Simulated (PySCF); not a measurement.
SMILES S(C)CCC(=O)OC (C5H10O2S), GFN2-xTB optimised geometry. Atoms within 1.6 Å of the plane z = 0.0 Å (x, y, z in Å): C1 (2.28, -1.49, -0.74), O2 (0.87, -1.35, -0.70), C3 (0.39, -0.31, 0.00), O4 (1.08, 0.49, 0.57), C5 (-1.12, -0.31, 0.00), C6 (-1.69, 1.10, 0.00), H9 (2.48, -2.49, -1.10), H10 (2.71, -0.75, -1.43), H11 (2.71, -1.33, 0.25), H12 (-1.44, -0.82, 0.92), H13 (-1.49, -0.89, -0.85), H14 (-2.71, 1.11, 0.39), H15 (-1.06, 1.76, 0.60), H17 (0.44, 2.49, -1.27).

Calculation: CAM-B3LYP/def2-SVP (PySCF). Cells within 0.4 Å of a nucleus heavier than hydrogen are left out (blank, or x).

Map of the electron localisation function on the plane z = 0.0 Å:

```
|00000000000000000000000000000|
|00000000000000000000000000000|
|00000000000000000000000000000|
|00000000000000000000000000000|
|00000000000000000000000000000|
|00000000000000000000000000000|
|00000000000000000000000000000|
|00000000001110000000000000000|
|00000001136751000000000000000|
|00002566458882000110000000000|
|000389996x3871014553200000000|
|000599995xx540036776410000000|
|00048999626730157788510000000|
|00015775589855468787500000000|
|00000000363x595x5764100000000|
|0000000024xx39xxx410012200000|
|00000000365158615400488730000|
|00000000256533368622899972000|
|00000000123310157743899982000|
|00000000001000268733799961000|
|00000000000000367511466410000|
|00000000000000145200221000000|
|00000000000000010000121000000|
|00000000000000000000121000000|
|00000000000000000000000000000|
|00000000000000000000000000000|
|00000000000000000000000000000|
|00000000000000000000000000000|
|00000000000000000000000000000|
```
Scale: ten equal steps from 0.000 (start of '0') to 0.996 (end of '9'), in the order '0123456789'; x runs from -5.00 to 5.00, y from -5.00 (bottom) to 5.00 (top).
